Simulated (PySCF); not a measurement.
Fe²⁺ (iron, charge +2) across methods

[Ar] 3d5 4s1, high-spin 7S determinant (an excited configuration). Computed with PySCF 2.14 in aug-cc-pVTZ with one added diffuse shell each of s, p, d, f, g type (9s8p6d4f3g, 118 functions), with the non-relativistic Hamiltonian (point nucleus).

| method | E (hartree) | mean ε 3p β (eV) | mean ε 3d α (eV) | mean ε 4s α (eV) | Σ⟨r²⟩ (bohr²) | ⟨S²⟩ |
| --- | --- | --- | --- | --- | --- | --- |
| UHF | -1261.56457 | -91.901 | -44.970 | -25.917 | 20.04 | 12.001 |
| PW91 | -1262.707 | -81.124 | -34.225 | -23.175 | 19.99 | 12.000 |
| r2SCAN | -1262.629 | -81.831 | -34.785 | -23.324 | 19.89 | 12.000 |
| PBE | -1262.378 | -80.998 | -34.119 | -23.068 | 20.00 | 12.000 |
| wB97X-V | -1262.489 | -86.777 | -39.249 | -25.911 | 20.02 | 12.000 |
| M06 | -1262.591 | -84.488 | -36.917 | -24.005 | 19.89 | 12.001 |
| LDA | -1260.133 | -81.131 | -34.343 | -23.367 | 19.96 | 12.000 |
| PBE0 | -1262.432 | -84.138 | -37.015 | -23.880 | 19.95 | 12.000 |
